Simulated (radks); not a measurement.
The numbers below are computed, except where a source is named.
Ionisation of Dy3+, [Xe] 4f9, to Dy4+, [Xe] 4f8, under several functionals. Scalar-relativistic Kohn-Sham, spin-polarised, spherical densities, finite nucleus; open shells are filled with parallel spins first (spin-orbit coupling, left out, can overturn this in heavy ions); a radial shooting solver on a logarithmic mesh with Libxc functionals.

[
 {"functional": "exchange-only r2SCAN", "E(Dy3+) (hartree)": "-12152.3507", "Exc (hartree)": "-258.9590", "IE (eV)": "38.942", "-e(HOMO) (eV)": "29.451", "<r> HOMO (bohr)": "0.8294", "IE error (eV)": "-2.288"},
 {"functional": "TASK exchange with Perdew-Wang LDA correlation", "E(Dy3+) (hartree)": "-12154.1910", "Exc (hartree)": "-260.5152", "IE (eV)": "40.131", "-e(HOMO) (eV)": "30.498", "<r> HOMO (bohr)": "0.8206", "IE error (eV)": "-1.099"},
 {"functional": "MS2 meta-GGA", "E(Dy3+) (hartree)": "-12154.3759", "Exc (hartree)": "-261.4316", "IE (eV)": "41.260", "-e(HOMO) (eV)": "31.743", "<r> HOMO (bohr)": "0.8250", "IE error (eV)": "+0.030"}
]

NIST Atomic Spectra Database: 41.2 eV (semi-empirical). Closest: MS2 meta-GGA. The Delta-SCF values span 2.32 eV, the total energies 2.03 hartree. The highest occupied level is 4f. Open shells are spherical and high-spin; term and fine-structure splittings are not resolved. Spin-orbit splitting is averaged out at the scalar-relativistic level. No tabulated value is given for the 4+ ions of Nd, Pm and Eu to Yb, where it belongs to another shell than the one emptied here.
